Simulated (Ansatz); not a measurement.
Steps of a relaxation of AlBH8OSi2 with RKS PBE0-D4/def2-TZVP.

```sh
$ ansatz run in.yaml --threads 4 --pin off --events-out ev --progress --plain --max-ram 10444MiB
```

```yaml
crystal:
  periodic: [false, false, false]
  atoms:
    - {symbol: B, position_ang: [-1.548289, 0.755020, 0.054758]}
    - {symbol: Si, position_ang: [-0.306398, -0.541363, 0.587377]}
    - {symbol: O, position_ang: [0.418630, -0.558902, 2.104085]}
    - {symbol: Al, position_ang: [-0.076659, 2.286097, -0.065256]}
    - {symbol: Si, position_ang: [0.726434, -2.057487, -0.893137]}
    - {symbol: H, position_ang: [-2.102975, 0.636638, -1.018755]}
    - {symbol: H, position_ang: [-1.887224, 1.668256, 0.837862]}
    - {symbol: H, position_ang: [1.272965, -1.022161, 2.163556]}
    - {symbol: H, position_ang: [-0.298431, 3.361736, -1.235124]}
    - {symbol: H, position_ang: [0.958403, 2.598734, 1.120855]}
    - {symbol: H, position_ang: [0.251942, -1.774183, -2.290578]}
    - {symbol: H, position_ang: [0.385660, -3.476403, -0.521728]}
    - {symbol: H, position_ang: [2.226441, -1.910781, -0.829216]}
basis:
  gaussian: {orbitals: def2-TZVP}
hamiltonian: {xc: pbe0, dispersion: d4}
relax: {f_tol: 0.005, max_steps: 150}
```

Positions (Å) and forces (eV/Å) along the path, 10 of 12 steps:

```xyz
13
step=1 energy=-25194.7634 eV
B    -1.548    0.755    0.055   -0.089   -0.080   -0.047
Si   -0.306   -0.541    0.587    0.344    0.221    0.686
O     0.419   -0.559    2.104    0.158   -0.348   -0.905
Al   -0.077    2.286   -0.065    0.080    0.127    0.024
Si    0.726   -2.057   -0.893    0.064   -0.141   -0.135
H    -2.103    0.637   -1.019    0.213    0.055    0.394
H    -1.887    1.668    0.838    0.112   -0.220   -0.238
H     1.273   -1.022    2.164   -0.617    0.341   -0.026
H    -0.298    3.362   -1.235    0.025   -0.153    0.157
H     0.958    2.599    1.121   -0.131   -0.035   -0.150
H     0.252   -1.774   -2.291    0.099   -0.057    0.307
H     0.386   -3.476   -0.522    0.068    0.303   -0.069
H     2.226   -1.911   -0.829   -0.325   -0.013    0.003
13
step=2 energy=-25194.8048 eV
B    -1.545    0.746    0.060   -0.004   -0.130    0.026
Si   -0.280   -0.522    0.570    0.027    0.062    0.554
O     0.399   -0.576    2.092    0.001   -0.083   -0.641
Al   -0.073    2.273   -0.060    0.017    0.059   -0.022
Si    0.722   -2.050   -0.895    0.039   -0.011   -0.045
H    -2.087    0.634   -1.004    0.083    0.041    0.100
H    -1.873    1.659    0.829    0.059   -0.062   -0.085
H     1.262   -1.001    2.155   -0.189    0.102    0.050
H    -0.299    3.332   -1.224    0.005   -0.018    0.027
H     0.955    2.590    1.112   -0.017   -0.002   -0.007
H     0.249   -1.770   -2.278    0.034   -0.018    0.069
H     0.383   -3.453   -0.518    0.013    0.085   -0.005
H     2.207   -1.895   -0.823   -0.067   -0.025   -0.021
13
step=3 energy=-25194.8133 eV
B    -1.549    0.733    0.062    0.063   -0.020    0.020
Si   -0.295   -0.531    0.575    0.090    0.095    0.218
O     0.418   -0.545    2.065   -0.111   -0.057   -0.257
Al   -0.074    2.261   -0.051   -0.020   -0.043   -0.001
Si    0.718   -2.044   -0.890   -0.026    0.013    0.013
H    -2.066    0.638   -1.007   -0.050   -0.002   -0.052
H    -1.863    1.654    0.814   -0.039    0.042    0.025
H     1.261   -0.997    2.127    0.054   -0.003    0.090
H    -0.297    3.318   -1.208   -0.013    0.033   -0.047
H     0.942    2.579    1.123    0.025    0.009    0.041
H     0.253   -1.768   -2.268   -0.026    0.002   -0.063
H     0.376   -3.435   -0.505   -0.010   -0.075    0.005
H     2.196   -1.897   -0.821    0.062    0.006    0.009
13
step=4 energy=-25194.8160 eV
B    -1.545    0.736    0.064    0.032   -0.022    0.005
Si   -0.287   -0.526    0.575    0.011    0.049    0.144
O     0.409   -0.559    2.070   -0.019   -0.050   -0.201
Al   -0.074    2.267   -0.055   -0.012   -0.015   -0.004
Si    0.720   -2.046   -0.892   -0.011    0.008   -0.001
H    -2.069    0.639   -1.004   -0.015    0.003   -0.021
H    -1.863    1.657    0.818   -0.013    0.017    0.008
H     1.259   -1.000    2.137    0.009    0.014    0.084
H    -0.301    3.324   -1.216   -0.003    0.011   -0.014
H     0.943    2.587    1.122    0.009    0.008    0.017
H     0.252   -1.773   -2.272   -0.008    0.001   -0.022
H     0.379   -3.441   -0.509   -0.005   -0.025    0.006
H     2.200   -1.899   -0.824    0.024    0.000    0.000
13
step=5 energy=-25194.8158 eV rejected
B    -1.542    0.738    0.064    0.033   -0.044   -0.035
Si   -0.289   -0.535    0.562    0.040    0.095    0.199
O     0.390   -0.569    2.064   -0.242    0.072   -0.188
Al   -0.075    2.273   -0.046   -0.010   -0.069   -0.040
Si    0.723   -2.054   -0.900   -0.010    0.012   -0.013
H    -2.069    0.655   -1.004   -0.013    0.018    0.001
H    -1.852    1.650    0.832   -0.029    0.020    0.008
H     1.251   -0.969    2.161    0.215   -0.107    0.055
H    -0.299    3.318   -1.218   -0.005    0.027   -0.003
H     0.945    2.595    1.127    0.010    0.012    0.032
H     0.245   -1.790   -2.279   -0.012   -0.005   -0.023
H     0.391   -3.447   -0.503   -0.008   -0.036    0.001
H     2.202   -1.900   -0.845    0.031    0.005    0.007
13
step=6 energy=-25194.8180 eV
B    -1.542    0.737    0.065    0.004   -0.005   -0.005
Si   -0.284   -0.526    0.573   -0.013    0.015    0.039
O     0.401   -0.570    2.067   -0.005   -0.007   -0.069
Al   -0.075    2.271   -0.054   -0.006   -0.006   -0.009
Si    0.720   -2.049   -0.896   -0.006    0.005   -0.007
H    -2.069    0.646   -1.004    0.005   -0.001    0.003
H    -1.861    1.656    0.823   -0.003    0.003   -0.003
H     1.258   -0.992    2.154    0.021   -0.007    0.045
H    -0.302    3.324   -1.220    0.002    0.002    0.004
H     0.941    2.595    1.125   -0.001    0.004    0.004
H     0.247   -1.781   -2.277    0.001   -0.002    0.001
H     0.383   -3.444   -0.507    0.000    0.000    0.000
H     2.202   -1.900   -0.833    0.002   -0.003   -0.003
13
step=7 energy=-25194.8185 eV
B    -1.537    0.737    0.064    0.023   -0.036   -0.005
Si   -0.277   -0.524    0.577   -0.009    0.011   -0.003
O     0.414   -0.572    2.066   -0.019    0.014   -0.010
Al   -0.079    2.275   -0.056    0.025   -0.005    0.042
Si    0.716   -2.048   -0.899   -0.006    0.006    0.000
H    -2.057    0.637   -1.007    0.001   -0.001    0.006
H    -1.859    1.659    0.815   -0.017    0.012    0.003
H     1.263   -1.005    2.167    0.013   -0.007    0.007
H    -0.281    3.321   -1.231   -0.007    0.011   -0.017
H     0.908    2.611    1.146   -0.004    0.002   -0.015
H     0.228   -1.784   -2.275    0.001   -0.004   -0.002
H     0.384   -3.443   -0.502    0.001    0.001   -0.003
H     2.198   -1.898   -0.852   -0.002   -0.003   -0.003
13
step=9 energy=-25194.8188 eV
B    -1.533    0.735    0.065    0.002   -0.012    0.002
Si   -0.274   -0.524    0.580   -0.012    0.007   -0.010
O     0.414   -0.570    2.070    0.014   -0.007    0.005
Al   -0.076    2.277   -0.050    0.002   -0.001    0.001
Si    0.714   -2.047   -0.901    0.007   -0.007   -0.002
H    -2.046    0.632   -1.009    0.002    0.000   -0.001
H    -1.866    1.658    0.811    0.000    0.001   -0.001
H     1.261   -1.006    2.178   -0.008    0.004    0.000
H    -0.285    3.314   -1.233    0.002    0.005    0.003
H     0.909    2.623    1.149   -0.003    0.000   -0.005
H     0.223   -1.784   -2.277   -0.004    0.006    0.004
H     0.382   -3.442   -0.506   -0.001    0.002    0.003
H     2.196   -1.901   -0.861   -0.002    0.001    0.000
13
step=10 energy=-25194.8188 eV rejected
B    -1.532    0.733    0.064    0.001    0.006   -0.001
Si   -0.273   -0.525    0.580    0.010   -0.003    0.001
O     0.415   -0.570    2.070    0.010   -0.003    0.012
Al   -0.076    2.276   -0.050   -0.002   -0.002   -0.007
Si    0.716   -2.047   -0.900   -0.013    0.015    0.005
H    -2.042    0.630   -1.012   -0.001   -0.002   -0.001
H    -1.868    1.657    0.808    0.001   -0.003   -0.001
H     1.261   -1.008    2.178   -0.011    0.005   -0.002
H    -0.285    3.316   -1.232    0.001   -0.002    0.006
H     0.910    2.622    1.147    0.000    0.001    0.001
H     0.216   -1.775   -2.271    0.007   -0.011   -0.002
H     0.381   -3.442   -0.504    0.003    0.001   -0.006
H     2.198   -1.901   -0.863   -0.004   -0.003   -0.003
13
step=12 energy=-25194.8188 eV
B    -1.531    0.733    0.063    0.001    0.000    0.001
Si   -0.272   -0.524    0.581    0.000    0.000    0.000
O     0.415   -0.569    2.072    0.001   -0.001   -0.001
Al   -0.076    2.277   -0.050    0.000    0.000    0.001
Si    0.714   -2.046   -0.900    0.000    0.000    0.000
H    -2.040    0.628   -1.013   -0.001    0.000   -0.001
H    -1.868    1.657    0.806    0.000    0.000   -0.001
H     1.259   -1.009    2.181   -0.001    0.001    0.000
H    -0.284    3.318   -1.230    0.000    0.000    0.000
H     0.909    2.623    1.149    0.000    0.000    0.000
H     0.214   -1.782   -2.272   -0.001    0.000    0.000
H     0.384   -3.442   -0.503    0.000    0.000    0.000
H     2.196   -1.899   -0.868    0.000    0.000    0.000
```

It took 60 s on 4 threads of an Arm Neoverse V1 on a shared host, with 0.68 GiB of host memory at the peak.
